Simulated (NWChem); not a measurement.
System: SnHOI, singlet; SMILES [OH][Sn][I]

```xyz
4

Sn     0.3096     1.2717     0.0000
I     -0.0054    -1.4835     0.0000
O     -1.6193     1.7540     0.0000
H     -2.2373     1.0111     0.0000
```
Atoms are numbered in this order, from 1.

Results from NWChem. Low-valent species are run as closed-shell singlets; no triplet was tried in these runs. Structure relaxed at the PBE0/def2-SVP level. def2 effective core potentials on Sn, I; no spin-orbit coupling. LC-ωPBE (HJS hole) with def2-SVP; x = 1 − exp(−ω/0.25 bohr⁻¹) is a scale chosen for this fit.

```
row           x  −ε(HOMO) (eV)
--------  -----  -------------
ω = 0.10  0.330           7.60
ω = 0.25  0.632           9.01
ω = 0.30  0.699           9.31
ω = 0.35  0.753           9.55
ω = 0.60  0.909       withheld
```

Problem. Fit a straight line of the last column on the one before it, predict the withheld value, and compare with the run.

Solution. 
1. Means of the 4 shown rows: x = 0.6035, y = 8.867. Slope Σ(x − x̄)(y − ȳ)/Σ(x − x̄)² = 0.4950/0.1071 = 4.623; intercept 6.078.
2. The shown rows scatter about the line by 0.007 (root mean square); the largest residual is +0.01, at ω = 0.25.
3. At x = 0.909 (ω = 0.60; beyond the shown range) the line gives 10.28.
4. The run gives 10.19, -0.09 from the line.
